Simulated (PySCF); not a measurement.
**C₆ coefficients of unlike pairs at M06-L**

Calculated with PySCF 2.14 from the dipole response of each species, C₆(A,B) = (3/π) ∫ α_A(iu) α_B(iu) du, in atomic units, from isotropic polarisabilities. For ions this is the dispersion term alone; charge-induced terms of lower order in 1/R come first.

| species | configuration | basis | relativity | α (bohr³) | C₆ (like pair) |
| --- | --- | --- | --- | --- | --- |
| Se³⁺ | [Ar] 3d10 4s2 4p1 (2P) | def2-QZVPPD (12s8p5d4f1g) | none | 6.650 | 23.85 |
| Sb⁺ | [Kr] 4d10 5s2 5p2 (3P) | aug-cc-pVTZ-PP with ECP28MDF (6s5p4d2f) | core potential | 25.63 | 209.2 |
| Sr | [Kr] 5s2 (1S) | def2-TZVPPD with the def2 core potential (28 electrons) (6s4p3d1f) | core potential | 169.4 | 2645 |

Q: Estimate C₆ for Sr with Se³⁺.

A: The integral gives 187.6. The combination rule 2 C_A C_B / (C_A α_B/α_A + C_B α_A/α_B) gives 177.4 and the geometric mean 251.2.

No spin-orbit coupling is included.

The other pairs:

| pair | C₆ |
| --- | --- |
| Sr, Sb⁺ | 639.1 |
| Sb⁺, Se³⁺ | 68.49 |
